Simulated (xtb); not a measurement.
xtb input file for thiadiazoloquinoxaline (C₈H₄N₄S), SMILES c1cnc2cc3nsnc3cc2n1, GFN2-xTB. 

```
$ xtb mol.xyz --gfn 2 --sp --chrg 0 --uhf 0 --json
$ cat mol.xyz
17

C      0.00000000    -0.71083315    -3.52823056
C     -0.00000000     0.71083314    -3.52823057
N     -0.00000000     1.40232876    -2.43108208
C      0.00000000     0.72099436    -1.25426071
C      0.00000000     1.43969300    -0.06386410
C      0.00000001     0.72578962     1.12613353
N     -0.00000000     1.21927656     2.37477044
S     -0.00000000     0.00000000     3.40618031
N     -0.00000000    -1.21927656     2.37477045
C     -0.00000000    -0.72578961     1.12613353
C     -0.00000000    -1.43969300    -0.06386409
C      0.00000000    -0.72099436    -1.25426070
N      0.00000000    -1.40232876    -2.43108207
H     -0.00000000    -1.26650074    -4.45668011
H     -0.00000000     1.26650073    -4.45668011
H     -0.00000000     2.51674458    -0.07724996
H     -0.00000000    -2.51674458    -0.07724995
```

Output:

```
[banner left out]
          |                Calculation Setup                |
           -------------------------------------------------



           -------------------------------------------------
          |                 G F N 2 - x T B                 |
           -------------------------------------------------

        Reference                      10.1021/acs.jctc.8b01176
      * Hamiltonian:
        H0-scaling (s, p, d)           1.850000    2.230000    2.230000
        zeta-weighting                 0.500000
      * Dispersion:
        s8                             2.700000
        a1                             0.520000
        a2                             5.000000
        s9                             5.000000
      * Repulsion:
        kExp                           1.500000    1.000000
        rExp                           1.000000
      * Coulomb:
        alpha                          2.000000
        third order                    shell-resolved
        anisotropic                    true
        a3                             3.000000
        a5                             4.000000
        cn-shift                       1.200000
        cn-exp                         4.000000
        max-rad                        5.000000


          ...................................................
          :                      SETUP                      :
          :.................................................:
          :  # basis functions                  62          :
          :  # atomic orbitals                  61          :
          :  # shells                           31          :
          :  # electrons                        62          :
          :  max. iterations                   250          :
          :  Hamiltonian                  GFN2-xTB          :
          :  restarted?                      false          :
          :  GBSA solvation                  false          :
          :  PC potential                    false          :
          :  electronic temp.          300.0000000     K    :
          :  accuracy                    1.0000000          :
          :  -> integral cutoff          0.2500000E+02      :
          :  -> integral neglect         0.1000000E-07      :
          :  -> SCF convergence          0.1000000E-05 Eh   :
          :  -> wf. convergence          0.1000000E-03 e    :
          :  Broyden damping             0.4000000          :
          :  net charge                          0          :
          :  unpaired electrons                  0          :
          ...................................................

 iter      E             dE          RMSdq      gap      omega  full diag
   1    -34.4988707 -0.344989E+02  0.497E+00    1.40       0.0  T
   2    -34.5514077 -0.525371E-01  0.331E+00    1.13       1.0  T
   3    -34.5547463 -0.333858E-02  0.150E+00    1.08       1.0  T
   4    -34.5628699 -0.812358E-02  0.285E-01    0.83       1.0  T
   5    -34.5631779 -0.308045E-03  0.142E-01    0.86       1.0  T
   6    -34.5633000 -0.122006E-03  0.483E-02    0.85       1.0  T
   7    -34.5633028 -0.284560E-05  0.221E-02    0.86       1.1  T
   8    -34.5633063 -0.351293E-05  0.106E-02    0.86       2.3  T
   9    -34.5633068 -0.521935E-06  0.240E-03    0.86      10.1  T
  10    -34.5633069 -0.254484E-07  0.136E-03    0.86      17.9  T
  11    -34.5633069 -0.704508E-08  0.407E-04    0.86      59.5  T
  12    -34.5633069 -0.603755E-09  0.176E-04    0.86     137.6  T

   *** convergence criteria satisfied after 12 iterations ***

         #    Occupation            Energy/Eh            Energy/eV
      -------------------------------------------------------------
         1        2.0000           -0.7756009             -21.1052
       ...           ...                  ...                  ...
        25        2.0000           -0.4634284             -12.6105
        26        2.0000           -0.4258502             -11.5880
        27        2.0000           -0.4253112             -11.5733
        28        2.0000           -0.4247013             -11.5567
        29        2.0000           -0.4198406             -11.4244
        30        2.0000           -0.3995918             -10.8734
        31        2.0000           -0.3634663              -9.8904 (HOMO)
        32        0.0000           -0.3319019              -9.0315 (LUMO)
        33                         -0.2835978              -7.7171
        34                         -0.2496461              -6.7932
        35                         -0.2210871              -6.0161
        36                         -0.2153205              -5.8592
       ...                                ...                  ...
        61                          0.7429110              20.2156
      -------------------------------------------------------------
                  HL-Gap            0.0315644 Eh            0.8589 eV
             Fermi-level           -0.3476841 Eh           -9.4610 eV

 SCC (total)                   0 d,  0 h,  0 min,  0.018 sec
 SCC setup                      ...        0 min,  0.000 sec (  0.824%)
 Dispersion                     ...        0 min,  0.000 sec (  0.722%)
 classical contributions        ...        0 min,  0.000 sec (  0.255%)
 integral evaluation            ...        0 min,  0.003 sec ( 16.003%)
 iterations                     ...        0 min,  0.009 sec ( 48.959%)
 molecular gradient             ...        0 min,  0.006 sec ( 32.482%)
 printout                       ...        0 min,  0.000 sec (  0.688%)

         :::::::::::::::::::::::::::::::::::::::::::::::::::::
         ::                     SUMMARY                     ::
         :::::::::::::::::::::::::::::::::::::::::::::::::::::
         :: total energy             -34.088336947741 Eh    ::
         :: gradient norm              0.000441500295 Eh/a0 ::
         :: HOMO-LUMO gap              0.858910669102 eV    ::
         ::.................................................::
         :: SCC energy               -34.563325844280 Eh    ::
         :: -> isotropic ES            0.030224897525 Eh    ::
         :: -> anisotropic ES          0.005362412292 Eh    ::
         :: -> anisotropic XC          0.031472602641 Eh    ::
         :: -> dispersion             -0.020083807869 Eh    ::
         :: repulsion energy           0.474988896539 Eh    ::
         :: add. restraining           0.000000000000 Eh    ::
         :: total charge              -0.000000000000 e     ::
         :::::::::::::::::::::::::::::::::::::::::::::::::::::

           -------------------------------------------------
          |                Property Printout                |
           -------------------------------------------------

    * Orbital Energies and Occupations

         #    Occupation            Energy/Eh            Energy/eV
      -------------------------------------------------------------
         1        2.0000           -0.7756009             -21.1052
       ...           ...                  ...                  ...
        19        2.0000           -0.5045063             -13.7283
        20        2.0000           -0.4901495             -13.3376
        21        2.0000           -0.4844059             -13.1814
        22        2.0000           -0.4803853             -13.0719
        23        2.0000           -0.4722482             -12.8505
        24        2.0000           -0.4672880             -12.7156
        25        2.0000           -0.4634284             -12.6105
        26        2.0000           -0.4258502             -11.5880
        27        2.0000           -0.4253112             -11.5733
        28        2.0000           -0.4247013             -11.5567
        29        2.0000           -0.4198406             -11.4244
        30        2.0000           -0.3995918             -10.8734
        31        2.0000           -0.3634663              -9.8904 (HOMO)
        32        0.0000           -0.3319019              -9.0315 (LUMO)
        33                         -0.2835978              -7.7171
        34                         -0.2496461              -6.7932
        35                         -0.2210871              -6.0161
        36                         -0.2153205              -5.8592
        37                         -0.1719493              -4.6790
        38                         -0.1480507              -4.0287
        39                         -0.0905042              -2.4627
        40                          0.0008170               0.0222
        41                          0.0199054               0.5417
        42                          0.0366576               0.9975
       ...                                ...                  ...
        61                          0.7429110              20.2156
      -------------------------------------------------------------
                  HL-Gap            0.0315644 Eh            0.8589 eV
             Fermi-level           -0.3476841 Eh           -9.4610 eV

     #   Z          covCN         q      C6AA      α(0)
     1   6 C        2.896     0.060    26.662     8.466
     2   6 C        2.896     0.060    26.662     8.466
     3   7 N        1.842    -0.209    26.372     7.611
     4   6 C        2.973     0.079    26.242     8.403
     5   6 C        2.912    -0.049    29.223     8.864
     6   6 C        3.349     0.074    23.747     7.681
     7   7 N        1.850    -0.269    27.829     7.819
     8  16 S        2.691     0.393   126.060    18.897
     9   7 N        1.850    -0.269    27.829     7.819
    10   6 C        3.349     0.074    23.747     7.681
    11   6 C        2.912    -0.049    29.223     8.864
    12   6 C        2.973     0.079    26.242     8.403
    13   7 N        1.842    -0.209    26.372     7.611
    14   1 H        0.925     0.045     2.380     2.412
    15   1 H        0.925     0.045     2.380     2.412
    16   1 H        0.926     0.073     2.058     2.243
    17   1 H        0.926     0.073     2.058     2.243

 Mol. C6AA /au·bohr⁶  :       6246.002863
 Mol. C8AA /au·bohr⁸  :     174495.309078
 Mol. α(0) /au        :        125.895253


Wiberg/Mayer (AO) data.
largest (>0.10) Wiberg bond orders for each atom

 ---------------------------------------------------------------------------
     #   Z sym  total        # sym  WBO       # sym  WBO       # sym  WBO
 ---------------------------------------------------------------------------
     1   6 C    3.956 --    13 N    1.612     2 C    1.223    14 H    0.962
     2   6 C    3.956 --     3 N    1.612     1 C    1.223    15 H    0.962
     3   7 N    3.062 --     2 C    1.612     4 C    1.243
     4   6 C    3.981 --     5 C    1.378     3 N    1.243    12 C    1.159
     5   6 C    3.988 --     4 C    1.378     6 C    1.341    16 H    0.962
                            11 C    0.139
     6   6 C    3.976 --     5 C    1.341     7 N    1.329    10 C    1.124
     7   7 N    3.077 --     8 S    1.475     6 C    1.329     9 N    0.184
     8  16 S    3.238 --     7 N    1.475     9 N    1.475
     9   7 N    3.077 --     8 S    1.475    10 C    1.329     7 N    0.184
    10   6 C    3.976 --    11 C    1.341     9 N    1.329     6 C    1.124
    11   6 C    3.988 --    12 C    1.378    10 C    1.341    17 H    0.962
                             5 C    0.139
    12   6 C    3.981 --    11 C    1.378    13 N    1.243     4 C    1.159
    13   7 N    3.062 --     1 C    1.612    12 C    1.243
    14   1 H    0.997 --     1 C    0.962
    15   1 H    0.997 --     2 C    0.962
    16   1 H    0.995 --     5 C    0.962
    17   1 H    0.995 --    11 C    0.962
 ---------------------------------------------------------------------------

Topologies differ in total number of bonds
Note: The following floating-point exceptions are signalling: IEEE_UNDERFLOW_FLAG IEEE_DENORMAL
normal termination of xtb
Writing topology from bond orders to xtbtopo.mol

molecular dipole:
                 x           y           z       tot (Debye)
 q only:        0.000       0.000       0.411
   full:        0.000       0.000      -0.003       0.007
molecular quadrupole (traceless):
                xx          xy          yy          xz          yz          zz
 q only:       -3.999       0.000      -6.889       0.000       0.000      10.888
  q+dip:       -3.334       0.000      -9.194       0.000       0.000      12.528
   full:        1.043       0.000     -12.220       0.000       0.000      11.177


           -------------------------------------------------
          | TOTAL ENERGY              -34.088336947741 Eh   |
          | GRADIENT NORM               0.000441500295 Eh/α |
          | HOMO-LUMO GAP               0.858910669102 eV   |
           -------------------------------------------------

------------------------------------------------------------------------
------------------------------------------------------------------------
 total:
 SCF:
```

Self-consistency was reached.

Cost: roughly 0.06 core-seconds.
